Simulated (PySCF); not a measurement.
PySCF input (HF/def2-TZVPD):

```python
from pyscf import gto, scf, dft

mol = gto.M(
    atom='''
    In    0.00159931    0.17590734   -0.07020517
    F    -1.01139460   -1.50660082    0.36526912
    F     0.01735285    1.90863551   -0.76174243
    F     0.98533441   -1.35975244    0.77870148
    ''',
    basis='def2-tzvpd',
    ecp='def2-tzvp',
    charge=1,
    spin=1,
    verbose=4,
)

mf = scf.UHF(mol).density_fit(auxbasis='def2-universal-jkfit')
mf.conv_tol = 1e-9
mf.max_cycle = 100
mf.max_memory = 1500
mf.kernel()
if not mf.converged:
    mf = mf.newton()
    mf.kernel(mf.make_rdm1())
for _ in range(2):
    mo, _, stable, _ = mf.stability(return_status=True)
    if stable:
        break
    mf.kernel(mf.make_rdm1(mo, mf.mo_occ))
mf.analyze()
```

Output:

```
ECP def2-tzvp not found for  F
PySCF version 2.14.0

[INPUT] verbose = 4
[INPUT] num. atoms = 4
[INPUT] num. electrons = 47
[INPUT] charge = 1
[INPUT] spin (= nelec alpha-beta = 2S) = 1
[INPUT] symmetry False subgroup None
[INPUT] Mole.unit = angstrom
[INPUT] Symbol           X                Y                Z      unit          X                Y                Z       unit  Magmom
[INPUT]  1 In     0.001599310000   0.175907340000  -0.070205170000 AA    0.003022257888   0.332416695901  -0.132668543829 Bohr   0.0
[INPUT]  2 F     -1.011394600000  -1.506600820000   0.365269120000 AA   -1.911258797864  -2.847062928845   0.690258598561 Bohr   0.0
[INPUT]  3 F      0.017352850000   1.908635510000  -0.761742430000 AA    0.032792133981   3.606798385520  -1.439484570161 Bohr   0.0
[INPUT]  4 F      0.985334410000  -1.359752440000   0.778701480000 AA    1.862012176010  -2.569559708809   1.471532529993 Bohr   0.0

nuclear repulsion = 196.928021945667
number of shells = 60
number of NR pGTOs = 262
number of NR cGTOs = 176
basis = def2-tzvpd
ecp = def2-tzvp

******** <class 'pyscf.df.df_jk.DFUHF'> ********
method = DFUHF
initial guess = minao
damping factor = 0
level_shift factor = 0
DIIS = <class 'pyscf.scf.diis.CDIIS'>
diis_start_cycle = 1
diis_space = 8
diis_damp = 0
SCF conv_tol = 1e-09
SCF conv_tol_grad = None
SCF max_cycles = 100
direct_scf = False
number electrons alpha = 24  beta = 23
Set gradient conv threshold to 3.16228e-05
******** <class 'pyscf.df.df.DF'> ********
auxbasis = def2-universal-jkfit
init E= -453.9321407849
  alpha nocc = 24  HOMO = -0.839236888069721  LUMO = -0.609562851077452
  beta  nocc = 23  HOMO = -0.907619803315026  LUMO = -0.839236888069721

WARN: HOMO -0.839236888069721 >= LUMO -0.839236888069721

cycle= 1 E= -487.024142691016  delta_E= -33.1  |g|= 1.15  |ddm|= 34.1
  alpha nocc = 24  HOMO = -0.76589078926087  LUMO = -0.210386121569137
  beta  nocc = 23  HOMO = -0.755591273476579  LUMO = -0.345889963899616
  HOMO = -0.755591273477  LUMO = -0.3458899639  gap/eV = 11.14854
cycle= 2 E= -487.241521953703  delta_E= -0.217  |g|= 0.388  |ddm|= 2.36
  alpha nocc = 24  HOMO = -0.868414355187019  LUMO = -0.255718972357172
  beta  nocc = 23  HOMO = -0.720861056287827  LUMO = -0.287291519867384
  HOMO = -0.720861056288  LUMO = -0.287291519867  gap/eV = 11.79803
cycle= 3 E= -487.276802265183  delta_E= -0.0353  |g|= 0.0884  |ddm|= 0.539
  alpha nocc = 24  HOMO = -0.844366996991893  LUMO = -0.245667594528378
  beta  nocc = 23  HOMO = -0.728881326714209  LUMO = -0.288249480334983
  HOMO = -0.728881326714  LUMO = -0.288249480335  gap/eV = 11.99020
cycle= 4 E= -487.280244109278  delta_E= -0.00344  |g|= 0.0306  |ddm|= 0.0998
  alpha nocc = 24  HOMO = -0.852307418819303  LUMO = -0.244864707017321
[...]
  beta  nocc = 23  HOMO = -0.779395507220446  LUMO = -0.250568617600472
  HOMO = -0.77939550722  LUMO = -0.2505686176  gap/eV = 14.39011
Extra cycle  E= -487.288521520523  delta_E= -1.74e-10  |g|= 8.38e-06  |ddm|= 1.35e-05
converged SCF energy = -487.288521520523  <S^2> = 0.7701079  2S+1 = 2.0200078
uhf_internal: lowest eigs of H = [0.06549574 0.07335556 0.23161921]
<class 'pyscf.df.df_jk.DFUHF'> wavefunction is stable in the internal stability analysis
**** SCF Summaries ****
Total Energy =                        -487.288521520522636
Nuclear Repulsion Energy =             196.928021945666615
One-electron Energy =                -1133.698518279813925
Two-electron Energy =                  449.481974813624674
Two-electron Coulomb Energy =          495.437225289894968
DFT Exchange-Correlation Energy =      -45.955250476270294
HOMO-LUMO gap [eV] =                    14.390112631205039
**** MO energy ****
                             alpha | beta                alpha | beta
MO #1   energy= -26.7242617833032  | -26.6757318354002  occ= 1 | 1
MO #2   energy= -26.5017477729296  | -26.5020758439911  occ= 1 | 1
MO #3   energy= -26.4885876921506  | -26.475712784963   occ= 1 | 1
MO #4   energy= -5.73299836287997  | -5.73341494764229  occ= 1 | 1
MO #5   energy= -3.99695349775852  | -3.99695985589634  occ= 1 | 1
MO #6   energy= -3.99468095838387  | -3.99467133527309  occ= 1 | 1
MO #7   energy= -3.9843058916775   | -3.98447585769807  occ= 1 | 1
MO #8   energy= -2.00032491323644  | -1.82589536765167  occ= 1 | 1
MO #9   energy= -1.77178308974449  | -1.77132391554658  occ= 1 | 1
MO #10  energy= -1.7545273993519   | -1.71278602599013  occ= 1 | 1
MO #11  energy= -1.38693106385701  | -1.38565706488994  occ= 1 | 1
MO #12  energy= -1.38459273611099  | -1.38485810000842  occ= 1 | 1
MO #13  energy= -1.37806776643757  | -1.37679255022239  occ= 1 | 1
MO #14  energy= -1.37626784675965  | -1.37450770360158  occ= 1 | 1
MO #15  energy= -1.36470894852963  | -1.36239610643718  occ= 1 | 1
MO #16  energy= -1.15690270540598  | -1.01440554321093  occ= 1 | 1
MO #17  energy= -1.06026042204746  | -0.996935214528183 occ= 1 | 1
MO #18  energy= -1.04640016859555  | -0.867587306519025 occ= 1 | 1
MO #19  energy= -0.868887521647215 | -0.851209873756157 occ= 1 | 1
MO #20  energy= -0.854983438295502 | -0.850319523507779 occ= 1 | 1
MO #21  energy= -0.850660690947058 | -0.818187751257953 occ= 1 | 1
MO #22  energy= -0.845754762227502 | -0.815768345074502 occ= 1 | 1
MO #23  energy= -0.831182614290763 | -0.779395507220446 occ= 1 | 1
MO #24  energy= -0.827736674307151 | -0.250568617600472 occ= 1 | 0
MO #25  energy= -0.251839120590592 | -0.246354454846144 occ= 0 | 0
MO #26  energy= -0.176233628060338 | -0.177419946725141 occ= 0 | 0
MO #27  energy= -0.142937896538886 | -0.135888257894525 occ= 0 | 0
MO #28  energy= -0.0805775567146093 | -0.0785703852418892 occ= 0 | 0
MO #29  energy= -0.0678491728514697 | -0.0666770829690604 occ= 0 | 0
MO #30  energy= -0.0526354093042226 | -0.0525802396094462 occ= 0 | 0
MO #31  energy= -0.0510028131916093 | -0.0490829704177386 occ= 0 | 0
MO #32  energy= -0.034901414392702 | -0.0348518485597981 occ= 0 | 0
MO #33  energy= -0.0305830988631781 | -0.0311814176419565 occ= 0 | 0
MO #34  energy= -0.0253140190877549 | -0.02428694277919  occ= 0 | 0
MO #35  energy= -0.0225304961154284 | -0.0208497325668352 occ= 0 | 0
MO #36  energy= -0.0173684335542863 | -0.0167602724726482 occ= 0 | 0
MO #37  energy= 0.0447173349735664 | 0.0459464645059624 occ= 0 | 0
MO #38  energy= 0.0575789119478919 | 0.060558122484777  occ= 0 | 0
MO #39  energy= 0.0684306350756539 | 0.0695075710459317 occ= 0 | 0
MO #40  energy= 0.0715332078586588 | 0.0779952636230269 occ= 0 | 0
MO #41  energy= 0.0925899674434264 | 0.0928251241412633 occ= 0 | 0
MO #42  energy= 0.100120250411554  | 0.103868349465886  occ= 0 | 0
MO #43  energy= 0.102191731415053  | 0.106275003632974  occ= 0 | 0
MO #44  energy= 0.116803906080076  | 0.116701243426364  occ= 0 | 0
MO #45  energy= 0.11927196226529   | 0.11937888593626   occ= 0 | 0
MO #46  energy= 0.129659919665249  | 0.130051795838274  occ= 0 | 0
MO #47  energy= 0.131723659212698  | 0.132790604504098  occ= 0 | 0
MO #48  energy= 0.139234826191089  | 0.139852357121513  occ= 0 | 0
MO #49  energy= 0.151162334369999  | 0.15209936298707   occ= 0 | 0
MO #50  energy= 0.199871415534212  | 0.198912208035119  occ= 0 | 0
MO #51  energy= 0.216984973112636  | 0.220478937974331  occ= 0 | 0
MO #52  energy= 0.239761081465691  | 0.241985781869345  occ= 0 | 0
MO #53  energy= 0.262676739229192  | 0.265224068720766  occ= 0 | 0
MO #54  energy= 0.311890551602058  | 0.314560692870312  occ= 0 | 0
MO #55  energy= 0.356049999007583  | 0.360623109154808  occ= 0 | 0
MO #56  energy= 0.359807552959626  | 0.360947642462634  occ= 0 | 0
MO #57  energy= 0.381316541984943  | 0.38016065345514   occ= 0 | 0
MO #58  energy= 0.417048537925793  | 0.416509286476717  occ= 0 | 0
MO #59  energy= 0.423596336890521  | 0.424320491719038  occ= 0 | 0
MO #60  energy= 0.464785324934634  | 0.466217497169231  occ= 0 | 0
MO #61  energy= 0.46794847016444   | 0.474229116341024  occ= 0 | 0
MO #62  energy= 0.481034528797221  | 0.485034135842566  occ= 0 | 0
MO #63  energy= 0.540305450034336  | 0.548388687973913  occ= 0 | 0
MO #64  energy= 0.558084294906058  | 0.558582913764489  occ= 0 | 0
MO #65  energy= 0.56278452243952   | 0.57636573322793   occ= 0 | 0
MO #66  energy= 0.589546522293011  | 0.593200190743608  occ= 0 | 0
MO #67  energy= 0.592515757807785  | 0.593892004877384  occ= 0 | 0
MO #68  energy= 0.603007463340371  | 0.604481055529779  occ= 0 | 0
MO #69  energy= 0.638549719559216  | 0.641884367747354  occ= 0 | 0
MO #70  energy= 0.642181433702536  | 0.644157488099736  occ= 0 | 0
MO #71  energy= 0.66465461787986   | 0.664845746864921  occ= 0 | 0
MO #72  energy= 0.675901063729149  | 0.6845469608155    occ= 0 | 0
MO #73  energy= 0.687365722936312  | 0.70403660298849   occ= 0 | 0
MO #74  energy= 0.70930476416502   | 0.711642246897626  occ= 0 | 0
MO #75  energy= 0.716917516615317  | 0.718093879253963  occ= 0 | 0
MO #76  energy= 0.758353737156392  | 0.75984847880407   occ= 0 | 0
MO #77  energy= 0.768147297781941  | 0.769777346265337  occ= 0 | 0
MO #78  energy= 0.795044135427479  | 0.810489629096664  occ= 0 | 0
MO #79  energy= 0.825522064468672  | 0.825957928743525  occ= 0 | 0
MO #80  energy= 0.875073894575008  | 0.885657056423758  occ= 0 | 0
MO #81  energy= 0.895446783995991  | 0.897048799947692  occ= 0 | 0
MO #82  energy= 0.897356537082097  | 0.897636251650591  occ= 0 | 0
MO #83  energy= 0.933773247641557  | 0.946076969190894  occ= 0 | 0
MO #84  energy= 0.969365260460712  | 0.978696340932125  occ= 0 | 0
MO #85  energy= 1.00409492096256   | 1.01684727824594   occ= 0 | 0
MO #86  energy= 1.01844359895349   | 1.01710729229519   occ= 0 | 0
MO #87  energy= 1.04979869852252   | 1.05511406470343   occ= 0 | 0
MO #88  energy= 1.0785972051131    | 1.07829230115128   occ= 0 | 0
MO #89  energy= 1.09107252265416   | 1.09429092664259   occ= 0 | 0
MO #90  energy= 1.10434578850095   | 1.10899216729632   occ= 0 | 0
MO #91  energy= 1.14220232236737   | 1.15345074776382   occ= 0 | 0
MO #92  energy= 1.20211401501711   | 1.20144531085048   occ= 0 | 0
MO #93  energy= 1.22892239424937   | 1.24136145888142   occ= 0 | 0
MO #94  energy= 1.31541973452225   | 1.31817033498134   occ= 0 | 0
MO #95  energy= 1.35822009435652   | 1.37478196910635   occ= 0 | 0
MO #96  energy= 1.41136308295194   | 1.41209985042625   occ= 0 | 0
MO #97  energy= 1.56664035649969   | 1.57678180281512   occ= 0 | 0
MO #98  energy= 2.14173862904841   | 2.14149365700072   occ= 0 | 0
MO #99  energy= 2.15373760685198   | 2.15466983377449   occ= 0 | 0
MO #100 energy= 2.16267793440328   | 2.19247603022967   occ= 0 | 0
MO #101 energy= 2.19599613199963   | 2.22509241916506   occ= 0 | 0
MO #102 energy= 2.20425674312955   | 2.23612840866623   occ= 0 | 0
MO #103 energy= 2.23554230276289   | 2.26778223364639   occ= 0 | 0
MO #104 energy= 2.26623655413882   | 2.29674840888277   occ= 0 | 0
[...]
```
